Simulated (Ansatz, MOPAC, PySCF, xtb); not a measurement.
Dimer: H2O (SMILES O) (first 3 atoms) with CH3F (SMILES CF); geometry from B3LYP-D3(BJ)/def2-TZVP, rigid monomers moved along the line of their centres of mass till H3···F5 is 1.80 Å.
(charge 0, multiplicity 1):
```xyz
8

O     -0.1214    -0.0633     0.5828
H      0.0078     0.6366    -0.0644
H     -0.4799     0.3723     1.3672
C      0.4519    -0.3140     3.6088
F     -0.4838     0.6250     3.1501
H     -0.0797    -1.0670     4.1893
H      0.9342    -0.7630     2.7420
H      1.1778     0.2078     4.2313
```

Monomers are frozen at their geometry in the pair; levels with a basis set take the counterpoise correction. Rows marked so take none.

Frozen-core correlation. CBS: X⁻³ extrapolation of the correlation energy, Hartree–Fock from the larger set. Rows in 6-311+G** carry no dispersion term and start afresh at each structure. The state reached by AM1, PM6, PM7 isn't checked; PM7 holds dispersion and hydrogen-bond terms.

The values were computed with Ansatz (Gaussian orbitals); MOPAC for AM1, PM6, PM7 (differences of heats of formation); PySCF for 6-311+G** rows, the dispersion terms; xtb for the GFN methods. Values without a source in brackets are computed.

```json
[
 {"level": "AM1", "interaction energy (kJ/mol)": "-3.7"},
 {"level": "PM6", "interaction energy (kJ/mol)": "10.1"},
 {"level": "PM7", "interaction energy (kJ/mol)": "21.1"},
 {"level": "GFN1-xTB", "interaction energy (kJ/mol)": "-12.1"},
 {"level": "r2SCAN-D3(BJ)/def2-TZVPPD", "interaction energy (kJ/mol)": "…"},
 {"level": "B3LYP/6-311+G** (no counterpoise)", "interaction energy (kJ/mol)": "-12.4"},
 {"level": "PBE0-D4/def2-TZVPPD", "interaction energy (kJ/mol)": "-13.6"},
 {"level": "MP2/aug-cc-pVDZ", "interaction energy (kJ/mol)": "…"},
 {"level": "MP2/CBS(aug-cc-pVDZ, aug-cc-pVTZ) + ΔCCSD(T)/aug-cc-pVDZ", "interaction energy (kJ/mol)": "-13.6"}
]
```

**Question.** Fill in the missing entries.

**Answer.** 
- r2SCAN-D3(BJ)/def2-TZVPPD, interaction energy (kJ/mol): -15.1
- MP2/aug-cc-pVDZ, interaction energy (kJ/mol): -10.5

Ansatz is a first-principles code.
